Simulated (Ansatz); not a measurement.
Consider the redistribution: `[NH2][In]([NH2])[Cl]` + `CN(C)[Si]F` → `C[N](C)[In]([NH2])[Cl]` + `N[Si]F`.

Isolated molecules relaxed with PBE0-D4/def2-TZVP in Ansatz; ΔE leaves out vibrations. CBS: MP2 limit from def2 TZ/QZ plus the TZ coupled-cluster correction, frozen cores. This one scheme is used for every species. Elements past krypton have def2 core potentials. For In outer-core shells are correlated without core-valence functions, which leaves a few kJ/mol of doubt a bond. Each species was taken in one conformer, which may not be the lowest.

```tsv
species	MP2/def2-TZVPP energy (Eh)
`[NH2][In]([NH2])[Cl]`	-760.98152
`CN(C)[Si]F`	-523.12498
`C[N](C)[In]([NH2])[Cl]`	-839.39965
`N[Si]F`	-444.70175
```

**Question.** Work out ΔE.

**Answer.** ΔE = (-839.39965) + (-444.70175) − (-760.98152) − (-523.12498) = 0.00510 Eh = +3.2 kcal/mol. CCSD(T)/CBS gives +2.8 kcal/mol.

Largest T1 diagnostic among the species: 0.014.
